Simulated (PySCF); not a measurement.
Mg(Br)(OSiH3) (BrH3MgOSi), SMILES [SiH3][O][Mg][Br]. The structure is a stationary point at PBE-D3(BJ)/def2-SVP. The structure was generated by enumeration; whether it is a known compound was not checked. The values are those of a single conformer.

### Question
Give the equilibrium geometry at PBE-D3(BJ)/def2-SVP (PySCF confirms it by a frequency run) as bond lengths and angles, and its point group. (Estimate from the structure and the level; the computed values follow.)

### Answer
Several could match; the one computed here: point group C3v.
Atoms: Mg1 Br2 O3 Si4 H5 H6 H7. Bonds (Å): Mg1–Br2 2.351, Mg1–O3 1.801, O3–Si4 1.655, Si4–H5 1.510, Si4–H6 1.510, Si4–H7 1.510. Bond angles (°): Br2–Mg1–O3 180.0, Mg1–O3–Si4 180.0, O3–Si4–H5 111.1, O3–Si4–H6 111.1, O3–Si4–H7 111.1, H5–Si4–H6 107.8, H5–Si4–H7 107.8, H6–Si4–H7 107.8.
Charge 0, spin multiplicity 1.
